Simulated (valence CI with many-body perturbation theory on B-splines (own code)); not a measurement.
# P⁺: calculated level list

Computed by relativistic CI+MBPT: four valence electrons over a frozen Dirac-Fock core [Ne], radial functions for each j: 11 s, 11 p, 9 d, 7 f, 5 g, 2 h, 1 i, with the one-electron correlation potential Σ1 (screened to all orders), the two-electron term Σ2, the three-electron term Σ3, Breit, model QED; selected single and double excitations, second order for the rest, scaled by the run's own slope (own B-spline code, finite nucleus).

Against 35 measured levels this calculation errs by 41 cm⁻¹ on average and by 147 at most. These come from a selection out of the NIST Handbook of Basic Atomic Spectroscopic Data. Levels without a partner in it may be off by more. Among the levels kept, up to 520 cm⁻¹ of a level comes from second order outside the variational space, and about a tenth of that is noise between levels of different J, which matters for small intervals.

Levels 1 to 45 of 79, with energies above the lowest level, 3s²3p² ³P_0. "Leading %" is the weight of the configuration and term that name the level; weights of strongly mixed levels are sums over their largest components and can fall short. Lifetimes count E1, E2, E3, M1 and M2 decay at the calculated energies, and are blank where another channel may lead or the interval is too uncertain; long ones can be off by a factor of two.

| No. | Configuration | Term | J | E (eV) | Leading % | Lifetime | g | Second component |
| --- | --- | --- | --- | --- | --- | --- | --- | --- |
| 1 | 3s²3p² | ³P | 0 | 0.000 | 94 |  |  |  |
| 2 | 3s²3p² | ³P | 1 | 0.021 | 94 | 12100 s | 1.501 |  |
| 3 | 3s²3p² | ³P | 2 | 0.059 | 94 | 2570 s | 1.501 |  |
| 4 | 3s²3p² | ¹D | 2 | 1.107 | 93 | 44.6 s | 1.000 |  |
| 5 | 3s²3p² | ¹S | 0 | 2.689 | 91 | 578 ms |  | 4 % 3p⁴ ¹S |
| 6 | 3s3p³ | ⁵S° | 2 | 5.647 | 97 | 171 μs | 2.002 |  |
| 7 | 3s3p³ | ³D° | 1 | 8.080 | 76 | 92.3 ns | 0.499 | 17 % 3s²3p3d ³D° |
| 8 | 3s3p³ | ³D° | 2 | 8.083 | 76 | 93.5 ns | 1.167 | 17 % 3s²3p3d ³D° |
| 9 | 3s3p³ | ³D° | 3 | 8.087 | 76 | 96.1 ns | 1.334 | 17 % 3s²3p3d ³D° |
| 10 | 3s3p³ | ³P° | 2 | 9.515 | 67 | 14.4 ns | 1.482 | 22 % 3s²3p3d ³P° |
| 11 | 3s3p³ | ³P° | 1 | 9.521 | 70 | 13.1 ns | 1.501 | 22 % 3s²3p3d ³P° |
| 12 | 3s3p³ | ³P° | 0 | 9.522 | 70 | 12.8 ns |  | 22 % 3s²3p3d ³P° |
| 13 | 3s²3p3d | ¹D° | 2 | 9.628 | 61 | 170 ns | 1.018 | 25 % 3s3p³ ¹D° |
| 14 | 3s²3p4s | ³P° | 0 | 10.741 | 91 | 809 ps |  |  |
| 15 | 3s²3p4s | ³P° | 1 | 10.759 | 90 | 803 ps | 1.494 |  |
| 16 | 3s²3p4s | ³P° | 2 | 10.807 | 91 | 795 ps | 1.501 |  |
| 17 | 3s²3p3d | ³F° | 2 | 10.887 | 91 | 3.02 μs | 0.666 |  |
| 18 | 3s²3p3d | ³F° | 3 | 10.907 | 91 | 1.37 μs | 1.083 |  |
| 19 | 3s²3p3d | ³F° | 4 | 10.934 | 91 |  | 1.250 |  |
| 20 | 3s²3p4s | ¹P° | 1 | 11.027 | 89 | 676 ps | 1.007 |  |
| 21 | 3s²3p4p | ¹P | 1 | 12.602 | 89 | 11.7 ns | 0.994 |  |
| 22 | 3s²3p3d | ¹P° | 1 | 12.758 | 65 | 473 ps | 0.999 | 25 % 3s3p³ ¹P° |
| 23 | 3s²3p4p | ³D | 1 | 12.793 | 90 | 10.1 ns | 0.509 |  |
| 24 | 3s²3p4p | ³D | 2 | 12.815 | 91 | 9.99 ns | 1.168 |  |
| 25 | 3s²3p3d | ³P° | 2 | 12.854 | 48 | 224 ps | 1.403 | 22 % 3s²3p3d ³D° |
| 26 | 3s²3p4p | ³D | 3 | 12.855 | 91 | 9.94 ns | 1.334 |  |
| 27 | 3s²3p3d | ³P° | 1 | 12.870 | 36 | 209 ps | 1.031 | 34 % 3s²3p3d ³D° |
| 28 | 3s²3p3d | ³P° | 0 | 12.892 | 69 | 254 ps |  | 21 % 3s3p³ ³P° |
| 29 | 3s²3p3d | ³D° | 3 | 12.905 | 74 | 170 ps | 1.333 | 14 % 3s3p³ ³D° |
| 30 | 3s²3p3d | ³D° | 1 | 12.906 | 39 | 200 ps | 0.970 | 32 % 3s²3p3d ³P° |
| 31 | 3s²3p3d | ³D° | 2 | 12.912 | 52 | 187 ps | 1.265 | 20 % 3s²3p3d ³P° |
| 32 | 3s²3p4p | ³P | 0 | 13.044 | 91 | 6.71 ns |  |  |
| 33 | 3s²3p4p | ³P | 1 | 13.055 | 85 | 6.75 ns | 1.529 | 6 % 3s²3p4p ³S |
| 34 | 3s²3p4p | ³P | 2 | 13.086 | 90 | 6.70 ns | 1.498 |  |
| 35 | 3s²3p4p | ³S | 1 | 13.145 | 86 | 7.63 ns | 1.969 | 6 % 3s²3p4p ³P |
| 36 | 3s²3p3d | ¹F° | 3 | 13.320 | 84 | 212 ps | 1.001 | 5 % 3s²3p4d ¹F° |
| 37 | 3s²3p4p | ¹D | 2 | 13.382 | 90 | 8.63 ns | 1.002 |  |
| 38 | 3s3p³ | ³S° | 1 | 13.680 | 89 | 114 ps | 2.001 |  |
| 39 | 3s²3p4p | ¹S | 0 | 13.828 | 89 | 8.01 ns |  |  |
| 40 | 3s3p³ | ¹D° | 2 | 13.970 | 48 | 182 ps | 1.000 | 29 % 3s²3p3d ¹D° |
| 41 | 3s3p³ | ¹P° | 1 | 14.682 | 52 | 219 ps | 1.000 | 18 % 3s²3p4d ¹P° |
| 42 | 3s²3p5s | ³P° | 0 | 15.285 | 91 | 2.09 ns |  |  |
| 43 | 3s²3p5s | ³P° | 1 | 15.299 | 85 | 2.04 ns | 1.466 | 6 % 3s²3p5s ¹P° |
| 44 | 3s²3p5s | ³P° | 2 | 15.353 | 91 | 2.01 ns | 1.501 |  |
| 45 | 3s²3p5s | ¹P° | 1 | 15.422 | 82 | 1.68 ns | 1.035 | 6 % 3s²3p5s ³P° |

Names give the largest LS component (configuration and term), which can be under half, so a name can repeat, a term be missing and a line seem to break the LS rules; names also repeat where a configuration has a term twice.

Where two levels of one J and parity lie close, their mixing, g and order are uncertain.

The ionisation energy to 3s²3p ²P°1/2 of the next ion comes out as 19.768 eV (NIST: 19.7695 eV (semi-empirical)). All 79 levels together are meant to be complete up to 16.799 eV.
